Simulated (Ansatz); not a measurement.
A run for Ansatz (an electronic-structure program): U-wB97X-V/def2-TZVPP on H (SMILES [H]).

Ansatz 0.2 input:
```yaml
crystal:
  periodic: [false, false, false]
  atoms:
    - {symbol: H, position_ang: [0.00000000, 0.00000000, 0.00000000]}
basis:
  gaussian:
    orbitals: def2-TZVPP
hamiltonian:
  xc: {name: wB97X-V}
magnetization: {spin_polarized: true, initial_magnetization: 1}
```

Q: Predict the final total energy.

A: -0.5005 hartree.
